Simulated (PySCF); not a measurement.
Cl3Y. Atoms are numbered in the order given.

```xyz
4

Y      0.0000     0.0000     0.0000
Cl     2.4481     0.0000     0.0000
Cl    -1.2240    -2.1201     0.0000
Cl    -1.2240     2.1201     0.0000
```

The structure is a stationary point at B3LYP-D3(BJ)/def2-SVP. The isomer is the one that the SMILES or the coordinates give; other isomers of the formula were not compared. The def2 effective core potentials stand for the cores of Y; spin–orbit coupling is left out.

The numbers are results of PySCF with M06-2X/def2-TZVPD, not measurements.

Mulliken values depend strongly on the basis, most of all with diffuse functions as here. ESP charges are fitted to the potential on shells at 1.4 to 2.0 van der Waals radii. Atomic charges (e):

```tsv
atom	ESP fit	Mulliken
Y1	___	1.52
Cl2	___	-0.51
Cl3	___	-0.51
Cl4	___	-0.51
```

**Question.** Fill in the missing entries. (Estimate from the structure and the level; the computed values follow.)

**Answer.** 
- Y1, ESP fit: 1.19
- Cl2, ESP fit: -0.39
- Cl3, ESP fit: -0.40
- Cl4, ESP fit: -0.40
